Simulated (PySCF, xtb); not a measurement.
silicon monosulfide cation (SSi), SMILES [Si]=S (connectivity only; charge and spin as stated), charge +1, multiplicity 2.

Harmonic wavenumbers (cm⁻¹) from GFN2-xTB (xtb) at its own minimum, in rising order: 466.

What does PySCF with r2SCAN-D4/def2-TZVPD give at its own minimum? (Estimate from the structure and the level; the computed values follow.)

588. Paired by order, the mean absolute difference is 122 cm⁻¹ and the zero-point energies are 0.7 and 0.8 kcal/mol.
